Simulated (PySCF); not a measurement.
The vertical singlet excitations below were computed for one of the candidates. Theory: TDDFT CAM-B3LYP/def2-SVPD, vertical, gas phase, core orbitals frozen in the response in PySCF. Geometries: PBE0-D3(BJ)/def2-SVP, one conformer each.

```
state  ν̃ (cm⁻¹)       f  main configurations (H = HOMO, L = LUMO)
   S1      47570  0.0021                               H→L+1 (91%)
   S2      61840  0.0054                                 H→L (84%)
   S3      66580   0.099                             H-1→L+1 (84%)
   S4      67590   0.014                 H-1→L (81%), H-1→L+2 (8%)
   S5      69330  0.0044              H-2→L+1 (51%), H-4→L+1 (35%)
   S6      69850   0.040                               H→L+2 (89%)
   S7      71940   0.035                H-3→L+1 (59%), H→L+3 (30%)
   S8      72160  0.0010                  H→L+4 (72%), H→L+7 (20%)
   S9      72340  0.0008              H-4→L+1 (52%), H-2→L+1 (40%)
  S10      73090   0.055                H→L+3 (48%), H-3→L+1 (32%)
```

Orbital energies (eV): HOMO-3 -10.93, HOMO-2 -10.91, HOMO-1 -10.24, HOMO -9.35, LUMO 1.13, LUMO+1 1.47, LUMO+2 1.71.

Question: Which candidate is it? All have the formula C6H12O2.
A. `CCCC1OCCO1`
B. `COC(=O)C(C)(C)C`
C. `CC(C)O[C@@H]1C[C@@H]1O`

Answer: B. Its S1, at 5.90 eV, is the lowest among the candidates; the nearest of the others has S1 at 6.91 eV. S1 is HOMO→LUMO+1 (91%). S1 has the pattern of n→π* at C=O. At the same level the other candidates give, for their lowest levels:
- `CC(C)O[C@@H]1C[C@@H]1O`: 6.91 eV (f 0.005); 7.15 eV (f 0.008); 7.38 eV (f 0.006); 7.57 eV (f 0.004); 7.69 eV (f 0.005); HOMO -8.47, LUMO 1.27 eV
- `CCCC1OCCO1`: 7.47 eV (f 0.030); 7.56 eV (f 0.005); 8.18 eV (f 0.013); 8.24 eV (f 0.008); 8.32 eV (f 0.091); T1 7.25 eV; HOMO -9.09, LUMO 1.39 eV

Shape of the structure used: `[CH3:1][O:2][C:3](=[O:4])[C:5]([CH3:6])([CH3:7])[CH3:8]`: C1–O2–C3–O4 -1°, O2–C3–C5–C6 57°.
Triplets come from the Tamm–Dancoff approximation.
